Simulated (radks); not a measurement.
Question: The europium ion Eu13+ is in [Kr] 4d10 4f(5/2: 2, 7/2: 0) 5s2. Calculated with a radial shooting solver on a logarithmic mesh with Libxc functionals: Dirac Kohn-Sham, BLYP, spin-unpolarised, spherical densities, finite nucleus; Fermi nuclear charge, rms radius of each element as measured or else 0.836 A^(1/3) + 0.57 fm. Sub-shells are occupied by j as written (lower j first in brackets). One electron is removed from 5s1/2, 4d3/2, 4d5/2, 4f5/2 in turn, with full relaxation. Which removal costs least, and what does each cost?

Answer: 5s1/2 261.86 eV; 4f5/2 262.85 eV; 4d5/2 400.41 eV; 4d3/2 406.39 eV. The 5s1/2 electron leaves first.
